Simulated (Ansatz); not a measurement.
Geometry optimisation, Ansatz, RHF/6-31G*.

Input:

```yaml
crystal:
  periodic: [false, false, false]
  atoms:
    - { symbol: Al, position_ang: [0.041727, 0.590518, -0.221162] }
    - { symbol: H, position_ang: [0.146492, -0.238012, 2.414944] }
    - { symbol: O, position_ang: [1.381007, -0.447912, -0.223801] }
    - { symbol: H, position_ang: [1.457139, -1.291878, -0.638853] }
    - { symbol: O, position_ang: [-1.399279, 0.198701, -1.022172] }
    - { symbol: H, position_ang: [-1.603203, -0.586866, -1.503332] }
    - { symbol: P, position_ang: [0.096008, 2.5605, 0.951699] }
    - { symbol: H, position_ang: [1.490174, 2.634873, 1.104929] }
    - { symbol: H, position_ang: [0.006424, 3.462282, -0.121981] }
    - { symbol: H, position_ang: [-0.06139, 0.428594, 2.486528] }
basis:
  gaussian: { orbitals: "6-31G*" }
hamiltonian:
  xc: hf
relax:
  f_tol: 0.03
  max_steps: 50
```

Run as:

```bash
$ ansatz run input.yaml --threads 1 --pin off --max-ram 2048MiB --backend cpu --events-out ev --progress --plain --runs-dir out
```

Problem. Where does it end, and by what steps?

Solution. It converged. The force dipped under the threshold on the way, but the program's further checks kept it going. After 22 steps the energy has fallen by 0.214 eV; H10 moved furthest, 1.61 Å.

| step | energy less start (eV) | largest force component (eV/Å) | accepted |
| --- | --- | --- | --- |
| 0 | 0.0000 | 1.264 | yes |
| 1 | -0.1119 | 0.161 | yes |
| 2 | -0.1523 | 0.254 | yes |
| 3 | -0.1762 | 0.116 | yes |
| 4 | -0.1872 | 0.191 | yes |
| 5 | -0.1882 | 0.441 | yes |
| 6 | -0.2021 | 0.197 | yes |
| 7 | -0.2048 | 0.093 | yes |
| 8 | -0.2052 | 0.050 | yes |
| 9 | -0.1725 | 0.522 | no |
| 10 | -0.2091 | 0.027 | yes |
| 11 | -0.2080 | 0.285 | no |
| 12 | -0.2098 | 0.076 | yes |
| 13 | -0.2101 | 0.156 | yes |
| 14 | -0.2110 | 0.079 | yes |
| 15 | -0.2114 | 0.115 | yes |
| 16 | -0.2120 | 0.110 | yes |
| 17 | -0.2125 | 0.088 | yes |
| 18 | -0.2129 | 0.061 | yes |
| 19 | -0.2133 | 0.050 | yes |
| 20 | -0.2135 | 0.131 | yes |
| 21 | -0.2137 | 0.076 | yes |
| 22 | -0.2139 | 0.010 | yes |

```xyz
10
Properties=species:S:1:pos:R:3
Al 0.057 0.821 -0.320
H 0.282 -0.843 2.793
O 1.239 -0.323 0.084
H 1.273 -1.239 -0.138
O -1.307 0.444 -1.248
H -1.557 -0.389 -1.613
P 0.256 2.967 0.552
H 1.636 3.123 0.344
H -0.160 3.666 -0.593
H -0.165 -0.917 3.366
```

Whether the end is a true minimum wasn't checked by a vibrational analysis.

The run took 36 s on 1 thread of Arm Neoverse V2 (shared host), peak memory 0.14 GiB.
